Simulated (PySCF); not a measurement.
**Spin states of LiSb⁺**

Unrestricted PBE0; basis Li def2-SVP, Sb def2-SVP with ECP28; scalar-relativistic core potentials; PySCF 2.14. Outer shells of the fragments: Li+ closed shells only; Sb 4d10 5s2 5p3.

Followed along the bond (rough minima from three points):

```tsv
2Ms+1	unpaired	⟨S²⟩ at the start	R at minimum (Å)	Te (eV)
4	σ ↑, π ↑↑	3.75	2.97	0.00
2	σ ↓, π ↑↑	1.76	3.05	0.62
2	σ ↑, π ↑↓	1.76	3.00	0.65
2	π ↑	0.75	2.85	0.74
```

Solutions found at the starting distance of 2.750 Å, counted from the lowest of them; the search is not exhaustive and high or unbound solutions are not listed, so other states can lie among these:

```json
{"2Ms+1": "4", "unpaired": "σ ↑, π ↑↑", "term": "⁴Σ⁻", "E (eV)": "0.00", "⟨S²⟩": "3.75", "⟨Lz²⟩": "0.00", "μ (D)": "-9.30"}
{"2Ms+1": "2", "unpaired": "σ ↓, π ↑↑", "term": "mixed", "E (eV)": "0.64", "⟨S²⟩": "1.76", "⟨Lz²⟩": "0.00", "μ (D)": "-9.25"}
{"2Ms+1": "2", "unpaired": "σ ↑, π ↑↓", "term": "mixed", "E (eV)": "0.66", "⟨S²⟩": "1.76", "⟨Lz²⟩": "2.01", "μ (D)": "-9.23"}
{"2Ms+1": "2", "unpaired": "π ↑", "term": "²Π", "E (eV)": "0.72", "⟨S²⟩": "0.75", "⟨Lz²⟩": "1.00", "μ (D)": "-8.70"}
{"2Ms+1": "2", "unpaired": "σ ↑", "term": "mixed", "E (eV)": "1.64", "⟨S²⟩": "0.75", "⟨Lz²⟩": "2.00", "μ (D)": "-9.04"}
{"2Ms+1": "2", "unpaired": "π ↑", "term": "²Π", "E (eV)": "2.55", "⟨S²⟩": "0.75", "⟨Lz²⟩": "1.01", "μ (D)": "-9.33"}
{"2Ms+1": "4", "unpaired": "σ ↑↑, π ↑", "term": "⁴Π", "E (eV)": "5.26", "⟨S²⟩": "3.75", "⟨Lz²⟩": "1.00", "μ (D)": "1.21"}
{"2Ms+1": "4", "unpaired": "σ ↑, π ↑↑", "term": "mixed", "E (eV)": "6.27", "⟨S²⟩": "3.75", "⟨Lz²⟩": "2.00", "μ (D)": "0.61"}
{"2Ms+1": "4", "unpaired": "π ↑↑↑", "term": "⁴Π", "E (eV)": "6.79", "⟨S²⟩": "3.75", "⟨Lz²⟩": "1.00", "μ (D)": "0.50"}
```

A term symbol is given only where ⟨S²⟩ and ⟨Lz²⟩ are close to those of a pure state; real π, δ and φ orbitals otherwise mix terms. A positive dipole points towards Sb; it is taken about the centre of mass and depends on that origin.

Spin–orbit coupling is left out. Counting both spins, an empty level lies below a filled one in some of these solutions, because spin and occupation are held.
